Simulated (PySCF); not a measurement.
Isomers of C6H6F3O (doublet state), one GFN2-xTB conformer each. Single-point energies are computed at B3LYP/pcH-1 (PySCF, gas phase, no added dispersion term), electronic only. GFN2-xTB treats the open shell by occupation alone, and not every SCF solution was tested for stability.

```
                   SMILES  GFN2-xTB relative energy (kJ/mol)
   [CH2]CO/C=C\C(F)=C(F)F                              255.1
FC(F)(F)C[C@@H]1[CH]C=CO1                                0.0
     FC(F)(F)CC1=CO[CH]C1                               30.3
```

Conformers: `[CH2:1][CH2:2][O:3]/[CH:4]=[CH:5]\[C:6]([F:7])=[C:8]([F:9])[F:10]` (doublet state) with H–C1–C2–O3 -176° and 3°, C1–C2–O3–C4 -173°, C2–O3–C4–C5 -177°, C4–C5–C6–F7 0°; `[F:1][C:2]([F:3])([F:4])[CH2:5][C@@H:6]1[CH:7][CH:8]=[CH:9][O:10]1` (doublet state) with C2–C5–C6–C7 -78°; `[F:1][C:2]([F:3])([F:4])[CH2:5][C:6]1=[CH:7][O:8][CH:9][CH2:10]1` (doublet state) with C2–C5–C6–C7 96°.

**Question.** What does B3LYP/pcH-1 give for the same structures?

**Answer.** 
```json
{"SMILES": "FC(F)(F)C[C@@H]1[CH]C=CO1", "B3LYP/pcH-1 E (Eh)": "-606.98450", "B3LYP/pcH-1 (kJ/mol)": "0.0", "GFN2-xTB (kJ/mol)": "0.0", "point group": "C1"}
{"SMILES": "FC(F)(F)CC1=CO[CH]C1", "B3LYP/pcH-1 E (Eh)": "-606.96434", "B3LYP/pcH-1 (kJ/mol)": "52.9", "GFN2-xTB (kJ/mol)": "30.3", "point group": "C1"}
{"SMILES": "[CH2]CO/C=C\\C(F)=C(F)F", "B3LYP/pcH-1 E (Eh)": "-606.89370", "B3LYP/pcH-1 (kJ/mol)": "238.4", "GFN2-xTB (kJ/mol)": "255.1", "point group": "–"}
```

Both levels put the same isomer lowest; measured from each level's own lowest isomer, the values differ by up to 22.6 kJ/mol (FC(F)(F)CC1=CO[CH]C1: 30.3 against 52.9).
